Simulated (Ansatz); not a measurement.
The pair A = HCl (SMILES Cl) (first 2 atoms), B = CH5N (SMILES CN); geometry from B3LYP-D3(BJ)/def2-TZVP.
(charge 0, multiplicity 1):
```xyz
9

Cl     0.0128    -0.0324     0.0373
H     -0.1940     0.3919    -1.1576
C     -0.1786     0.5579     3.5397
N      0.3709    -0.7108     3.0652
H     -1.1965     0.6694     3.1634
H      0.4080     1.3788     3.1249
H     -0.2038     0.6742     4.6317
H     -0.1654    -1.4943     3.4170
H      1.3252    -0.8346     3.3801
```

Frozen-core correlation. MP2 and its Hartree–Fock in aug-cc-pV(Q+d)Z are density fitted.

The values were computed with Ansatz (an electronic-structure program) with Gaussian orbitals. 

Total energies (hartree), monomers frozen at their geometry in the pair:

```
structure              HF/aug-cc-pV(Q+d)Z  B3LYP/def2-TZVPPD  MP2/aug-cc-pV(D+d)Z
---------------------  ------------------  -----------------  -------------------
AB                           -555.3721395       -556.7437832         -555.8336275
A in the pair's basis        -460.1118120       -460.8377990         -460.2579415
B in the pair's basis         -95.2614442        -95.9057821          -95.5737238
A                            -460.1117965       -460.8377462         -460.2572350
B                             -95.2614352        -95.9056952          -95.5733088
```

Q: Work out the interaction energy without and with the counterpoise correction, and the superposition error, for each level.

A: 
E(AB) − E(A) − E(B), times 627.509 kcal/mol, with the monomers in their own basis and then in the pair's basis:
- HF/aug-cc-pV(Q+d)Z: 0.69 uncorrected, 0.70 corrected; the monomers gain 0.02 kcal/mol from borrowed functions
- B3LYP/def2-TZVPPD: -0.21 uncorrected, -0.13 corrected; the monomers gain 0.09 kcal/mol from borrowed functions
- MP2/aug-cc-pV(D+d)Z: -1.94 uncorrected, -1.23 corrected; the monomers gain 0.70 kcal/mol from borrowed functions
